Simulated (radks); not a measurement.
Problem. Coherent X-ray form factor from a spherical all-electron density. Calculated with a radial shooting solver on a logarithmic mesh with Libxc functionals: scalar-relativistic Kohn-Sham, PBEsol, spin-polarised, spherical densities, finite nucleus; Fermi nuclear charge, rms radius of each element as measured or else 0.836 A^(1/3) + 0.57 fm.

| sin(theta)/lambda (1/angstrom) | f0 (electrons) |
|---|---|
| 0.05 | 66.756 |
| 0.1 | 66.036 |
| 0.15 | 64.871 |
| 0.2 | 63.313 |
| 0.25 | 61.425 |
| 0.3 | 59.279 |
| 0.4 | 54.509 |
| 0.5 | 49.539 |
| 0.6 | 44.760 |
| 0.8 | 36.492 |
| 1 | 30.063 |
| 1.25 | 24.100 |
| 1.5 | 19.940 |
| 2 | 15.255 |

The species is in the configuration that NIST lists as its ground one. Which atom or ion scatters so?

Solution. The lead ion Pb15+, [Kr] 4d10 4f14 5s2 5p5. Extrapolating in s^2 from the first two rows gives f0(0) = 67.0, near the electron count 67; among species with that count, the fall with angle is slower the higher Z, and the table is that of Z = 82; from so few rows the species is fixed only to a neighbour or two.
